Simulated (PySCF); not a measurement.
BH₅N₂. Atoms are numbered in the order given.

```xyz
8

B      0.0000     0.0000    -0.4990
H      0.0000     0.0000    -1.6944
N      0.0000    -1.2400     0.1763
H      0.0000    -2.1143    -0.3162
H      0.0000    -1.3429     1.1770
N      0.0000     1.2400     0.1763
H      0.0000     1.3429     1.1770
H      0.0000     2.1143    -0.3162
```

Geometry optimised at B3LYP-D3(BJ)/def2-TZVP. The values are those of a single conformer.

Method: TDA-CAM-B3LYP/def2-SVPD (PySCF).

Vertical excitations. Gas-phase values at a fixed geometry. State labels are in the subgroup C2v.

Computed lowest excited states:
```json
[
 {"state": "S1", "symmetry": "A2", "energy (eV)": "6.28", "λ (nm)": "198", "f": "0.000", "main pairs": "HOMO→LUMO 93 %"},
 {"state": "S2", "symmetry": "B1", "energy (eV)": "7.17", "λ (nm)": "173", "f": "0.072", "main pairs": "HOMO→LUMO+1 85 %, HOMO−1→LUMO 13 %"},
 {"state": "S3", "symmetry": "A2", "energy (eV)": "7.58", "λ (nm)": "163", "f": "0.000", "main pairs": "HOMO→LUMO+2 90 %"},
 {"state": "S4", "symmetry": "B2", "energy (eV)": "7.95", "λ (nm)": "156", "f": "0.233", "main pairs": "HOMO→LUMO+3 95 %"},
 {"state": "S5", "symmetry": "B1", "energy (eV)": "8.60", "λ (nm)": "144", "f": "0.025", "main pairs": "HOMO−1→LUMO 52 %, HOMO→LUMO+5 22 %, HOMO−1→LUMO+2 14 %, HOMO→LUMO+1 10 %"},
 {"state": "S6", "symmetry": "B1", "energy (eV)": "8.70", "λ (nm)": "143", "f": "0.012", "main pairs": "HOMO→LUMO+5 50 %, HOMO−1→LUMO 32 %, HOMO−1→LUMO+2 9 %"},
 {"state": "S7", "symmetry": "A2", "energy (eV)": "8.74", "λ (nm)": "142", "f": "0.000", "main pairs": "HOMO→LUMO+4 76 %, HOMO−1→LUMO+1 16 %"},
 {"state": "S8", "symmetry": "A1", "energy (eV)": "9.07", "λ (nm)": "137", "f": "0.007", "main pairs": "HOMO−2→LUMO 92 %"},
 {"state": "S9", "symmetry": "A2", "energy (eV)": "9.25", "λ (nm)": "134", "f": "0.000", "main pairs": "HOMO→LUMO+6 89 %"},
 {"state": "S10", "symmetry": "B1", "energy (eV)": "9.47", "λ (nm)": "131", "f": "0.037", "main pairs": "HOMO−2→LUMO+3 94 %"},
 {"state": "T1", "symmetry": "A2", "energy (eV)": "6.04", "λ (nm)": "205", "f": "0", "main pairs": "HOMO→LUMO 88 %"},
 {"state": "T2", "symmetry": "B2", "energy (eV)": "6.55", "λ (nm)": "189", "f": "0", "main pairs": "HOMO→LUMO+3 94 %"},
 {"state": "T3", "symmetry": "B1", "energy (eV)": "6.81", "λ (nm)": "182", "f": "0", "main pairs": "HOMO→LUMO+1 78 %, HOMO−1→LUMO 17 %"},
 {"state": "T4", "symmetry": "A2", "energy (eV)": "7.46", "λ (nm)": "166", "f": "0", "main pairs": "HOMO→LUMO+2 86 %"}
]
```
Triplets are in the Tamm–Dancoff approximation.
